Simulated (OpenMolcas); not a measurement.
A ladder of methods for GeHCl3 (SMILES [Cl][GeH]([Cl])[Cl])

The species is GeHCl3 (5 atoms), meant as a singlet with charge 0. As SMILES, `[Cl][GeH]([Cl])[Cl]`. The shape is that of a PBE0-D4/def2-TZVP optimisation.

```xyz
5

Cl   -1.1777   -0.0128    1.7007
Ge    0.1024    0.0906    0.0062
Cl    1.1179   -1.7676   -0.1853
Cl   -1.0951    0.3856   -1.7258
H     1.1026    1.2307    0.1630
```

Each level gives the HOMO–LUMO gap (eV). The values are calculated.

| level | kind | program | value (eV) | CPU time |
| --- | --- | --- | --- | --- |
| SVWN5/cc-pVDZ | LDA | OpenMolcas | 5.39 | 14 s |
| BLYP/cc-pVDZ | GGA | OpenMolcas | 5.39 | 18 s |
| PBE/cc-pVDZ | GGA | OpenMolcas | 5.53 | 19 s |
| revPBE/cc-pVDZ | GGA | OpenMolcas | 5.58 | 20 s |
| M06-L/cc-pVDZ | meta-GGA | OpenMolcas | 6.28 | 27 s |
| BHLYP/cc-pVDZ | global hybrid | OpenMolcas | 10.29 | 19 s |
| M06-2X/cc-pVDZ | hybrid meta-GGA | OpenMolcas | 10.60 | 24 s |
| PBE0/cc-pVDZ | global hybrid | OpenMolcas | 7.96 | 18 s |

All-electron rows without a relativistic Hamiltonian named are non-relativistic. The values span 5.39 to 10.60 eV. Orbital gaps aren't excitation energies; they tend to grow with the share of exact exchange. Times are those of the runs behind each value, whatever else they computed, on shared processors of several kinds: orders of magnitude only.
